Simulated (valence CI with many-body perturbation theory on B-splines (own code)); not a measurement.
Questions on Au⁷⁺

Level of theory: configuration interaction combined with many-body perturbation theory (CI+MBPT): four valence electrons over a frozen Dirac-Fock core [Xe] 4f14, a basis of 7 s, 7 p, 8 d, 6 f, 4 g, 1 h functions for each j, with the one-electron correlation potential Σ1 (screened to all orders), the two-electron term Σ2, the three-electron term Σ3, Breit, model QED; selected single and double excitations, second order for the rest, scaled by the run's own slope (own B-spline code, finite nucleus).

No measured levels were compared; by estimate terms of the open shell hold to 2 to 4 % of their energy, and close levels can change places; different configurations can be misplaced against each other by 1,000 to 8,000 cm⁻¹. Only levels of the ground parity were solved; by the run's estimate the other parity begins above the list, which can be wrong where configurations are misplaced.

Levels are named by their leading jj configuration (3d3/2^4 stands for four electrons in 3d with j = 3/2), which in mixed levels can hold well under half, so a name can repeat and another be missing.

Rates and lifetimes use the calculated energies. Strong lines usually hold to 10 to 20 %, long lifetimes can be off by a factor of two.

(1) What is the ground level?

(2) What is the ionisation energy?

(3) Name the longest-lived excited levels whose lifetime is computed, and their main decay.

(4) How well does LS coupling describe the low levels?

Results:

(1) (5d3/2^4) J=0, composition 53 % 5d4 5D + 41 % 5d4 3P + 5 % 5d4 1S.

(2) 113.23 eV; NIST lists 112 ± 2.1 eV (theoretical).

(3) (5d3/2^3 5d5/2) J=4 at 22495 cm⁻¹ lives 20.6 s, mostly by M1 to (5d3/2^2 5d5/2^2) J=3.

(4) Among the lowest 20 levels the leading LS term, summed over configurations, holds 59 % on average. For single configurations the figures are 59 % in LS and 74 % in jj coupling. Terms mix most in the J = 2 level at 58843 cm⁻¹, where the leading one holds 36 %.
